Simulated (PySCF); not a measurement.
Compound: C5H7NSi.
Numbering: `[SiH3:1][c:2]1[cH:3][cH:4][n:5][cH:6][cH:7]1` (hydrogens: H8, H9, H10 on Si1; H11 on C3; H12 on C4; H13 on C6; H14 on C7)

Cartesian coordinates in Å at the PBE0-D3(BJ)/def2-SVP level; atoms count from 1:
```
atom  x, y, z in Å
Si1    2.308    0.152    0.107
C2     0.431    0.049   -0.006
C3    -0.368    1.200    0.030
C4    -1.754    1.073   -0.051
N5    -2.380   -0.096   -0.162
C6    -1.630   -1.193   -0.197
C7    -0.236   -1.176   -0.123
H8     2.721    0.709    1.431
H9     2.838    1.054   -0.961
H10    2.886   -1.214   -0.056
H11    0.075    2.197    0.119
H12   -2.389    1.966   -0.024
H13   -2.163   -2.147   -0.289
H14    0.317   -2.119   -0.159
```

Linear response at PBE0/def2-SVPD (PySCF, frozen core in the response, non-relativistic).

Static isotropic polarisability: 90.86 au (13.46 Å³), principal values 60.9, 96.6, 115.1 au.

(1) What is the polarisability at 1064 nm and at the sodium D line?

(2) What is the isotropic C6 coefficient between two such molecules, C6 = (3/π)∫α(iω)² dω?

(3) Which effective excitation energy ω̄ makes London's formula C6 = (3/4)α²ω̄ exact here?

(4) What molar refraction at the D line follows from R = (4π/3)·N_A·α′, with α′ the polarisability volume?

(5) How many electrons N does the Slater–Kirkwood formula C6 = (3/4)·√N·α^(3/2) need to give this C6?

(6) What n − 1 at the D line would an ideal gas of it have at 273.15 K and 1 atm (2.6868 × 10¹⁹ cm⁻³), by n − 1 = 2π·N·α′?

(7) How anisotropic is the static polarisability, by Δα² = ½[(α1 − α2)² + (α2 − α3)² + (α3 − α1)²]?

(8) What three-body coefficient follows from the one-pole estimate C9 = (3/4)·α·C6?

## Answers

(1) 91.95 au at 1064 nm (+1.2 %), 94.58 au at 589.3 nm (+4.1 %). The rise at 589.3 nm is 3.42 times that at 1064 nm; a pure ω² law gives 3.26. The lowest singlet lies at 274 nm, shorter than both wavelengths.

(2) 2953 au (Eh·bohr⁶) by a ten-point quadrature over imaginary frequencies, which is 1760 eV·Å⁶ or 170 J·nm⁶/mol.

(3) ω̄ = 4·C6/(3α²) = 0.477 Eh = 13.0 eV. A one-pole form α(ω) = α/(1 − ω²/ω̄²) fitted to the 1064 nm value gives 10.7 eV. London's choice of the ionisation energy (9.38 eV, ΔSCF at the same level) gives C6 = 2130 au, 28 % too low.

(4) α′ = 14.02 Å³ gives R = 35.36 cm³/mol, for isolated, non-vibrating species.

(5) N = (4·C6/3)²/α³ = 20.7; the species has 58 electrons in all.

(6) 23.66 × 10⁻⁴, a formal value whether or not that pressure can be reached.

(7) Δα = 47.7 au, or 0.53 of the isotropic value.

(8) 201000 au. This is an estimate from the two numbers above, not a computed integral.
